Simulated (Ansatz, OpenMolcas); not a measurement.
**RbF (SMILES [F][Rb]): the vertical energy of the triplet above the singlet from total energies**

The species is RbF (2 atoms), meant as a singlet with charge 0. As SMILES, `[F][Rb]`. The coordinates come from a PBE0-D4/def2-TZVP relaxation.

```
atom   x (Å)   y (Å)    z (Å)
   F  0.0000  0.0000  -0.0710
  Rb  0.0000  0.0000   2.2686
```

Both states at this one shape; open shells run unrestricted unless said. 1 Eh = 27.2114 eV.

| level | program | singlet RbF (Eh) | triplet RbF (Eh) |
| --- | --- | --- | --- |
| HF/def2-TZVP (core potential) | OpenMolcas | -123.319249 | -123.187669 |
| BLYP/STO-3G | Ansatz | -3007.277971 | -3007.148309 |

**Question.** Work out the vertical gap, second state less first, at each level.

**Answer.** 
1. HF/def2-TZVP (core potential): -123.187669 − (-123.319249) = 0.131580 Eh = 3.58 eV.
2. BLYP/STO-3G: -3007.148309 − (-3007.277971) = 0.129662 Eh = 3.53 eV.

No measured value is set beside it here; the levels span 3.53 to 3.58 eV. Spin-orbit coupling, which splits open shells on such heavy atoms by tenths of an eV, is left out. Minimal sets are far from the basis-set limit. All-electron rows are non-relativistic unless named.
